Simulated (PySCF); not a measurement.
C8H16NP.
Geometry (PBE0-D3(BJ)/def2-SVP, Å), atoms numbered from 1 in this order:
```
atom  x, y, z in Å
C1     2.8593    0.0576   -0.5919
N2     1.8299   -0.9385   -0.5211
P3     0.3400   -0.6702   -0.1388
C4    -0.1197    0.0439    1.4992
C5    -1.6121   -0.2177    1.7895
C6    -2.4210   -0.4991    0.5134
C7    -2.1217   -1.9096   -0.0224
C8    -0.6125   -2.2141   -0.1061
C9    -2.1257    0.5626   -0.5579
C10   -0.7379    0.3773   -1.2055
H11    3.0698    0.5707    0.3713
H12    2.6703    0.8642   -1.3332
H13    3.8103   -0.4125   -0.8962
H14    0.5407   -0.3984    2.2606
H15    0.1090    1.1215    1.4636
H16   -2.0476    0.6429    2.3220
H17   -1.7135   -1.0794    2.4697
H18   -3.4921   -0.4479    0.7654
H19   -2.5789   -2.0113   -1.0203
H20   -2.6139   -2.6600    0.6159
H21   -0.2499   -2.7857    0.7624
H22   -0.3383   -2.7925   -1.0002
H23   -2.9060    0.5313   -1.3350
H24   -2.1959    1.5610   -0.0958
H25   -0.7956   -0.1352   -2.1791
H26   -0.2312    1.3376   -1.3882
```

Computed with PySCF at PBE0/pcSseg-1, non-relativistic, on one gas-phase PBE0-D3(BJ)/def2-SVP geometry that isn't relaxed in the solvent. The solvent is an IEF-PCM continuum (cavity from Bondi-type radii × 1.2). Specific hydrogen bonds and non-electrostatic terms are outside this model.

Gas phase at PBE0/pcSseg-1: HOMO -5.50 eV, LUMO 0.75 eV, dipole 3.72 D.

Question: What does the continuum do to the energy, the frontier levels and the dipole at PBE0/pcSseg-1 in methanol and dimethylsulfoxide?

Answer: 
| solvent | ε | E(solvent) − E(gas) (kcal/mol) | polarisation term (kcal/mol) | distortion of the solute (kcal/mol) | HOMO (eV) | LUMO (eV) | dipole (D) |
| --- | --- | --- | --- | --- | --- | --- | --- |
| methanol | 32.61 | -7.72 | -9.38 | 1.66 | -5.81 | 1.11 | 5.14 |
| dimethylsulfoxide | 46.83 | -7.85 | -9.58 | 1.73 | -5.82 | 1.11 | 5.16 |

Polarisation term: ½ Σ q·V over the induced surface charges. Distortion: the rise of the solute's own energy as its density leaves the gas-phase optimum. From methanol to dimethylsulfoxide the lowering changes by a factor 1.02, Onsager's factor (ε − 1)/(2ε + 1) by 1.01 and ε itself by 1.4.

Question: Which radius a makes the point-dipole formula ΔE = −[(ε − 1)/(2ε + 1)]·μ²/a³ give the value in dimethylsulfoxide, with the gas-phase dipole?

Answer: μ = 1.465 au and |ΔE| = 0.01251 Eh give a = 2.31 Å; the farthest nucleus lies 4.45 Å from the centroid of the nuclei, so such a sphere wouldn't even hold the nuclei. The formula assumes a rigid point dipole at the centre of a sphere.

Question: Give the dipole vector in the frame of the coordinates (D, pointing from negative to positive charge), gas and dimethylsulfoxide.

Answer: Gas (-3.42, 1.12, 0.97), solvent (-4.66, 1.77, 1.36). Its length changes by +39 % and its direction by 3°.

Question: Which Mulliken charges (PBE0/pcSseg-1) respond most in dimethylsulfoxide (means over atoms taken as equivalent)?

Answer: 
```
      atoms                     environment  gas (e)  solvent (e)  change
         N2      nitrogen bonded to C and P   -0.689       -0.780  -0.091
         C1                 N-methyl carbon   -0.108       -0.120  -0.012
   H16 (×6)              methylene hydrogen   +0.127       +0.135  +0.008
        H18                methine hydrogen   +0.117       +0.124  +0.007
H11/H12/H13                 methyl hydrogen   +0.087       +0.094  +0.007
   H14 (×6)              methylene hydrogen   +0.158       +0.165  +0.007
         C6   sp3 carbon at a ring junction   -0.411       -0.416  -0.005
         P3  phosphorus bonded to 3 C and N   +0.671       +0.676  +0.005
```

Question: How do the nuclear quadrupole coupling constants eQVzz/h respond in dimethylsulfoxide?

Answer: 
| nucleus | Q (barn) | gas (MHz) | solvent (MHz) | η gas | η solvent |
| --- | --- | --- | --- | --- | --- |
| 14N at N2 | 0.02044 | 4.01 | 4.05 | 0.51 | 0.49 |

The run took 74 s on Arm Neoverse V2, one thread, no GPU, on a shared host, and the process peaked at 1.4 GiB of memory. This is the whole shielding run at PBE0/pcSseg-1 in dimethylsulfoxide, SCF included.
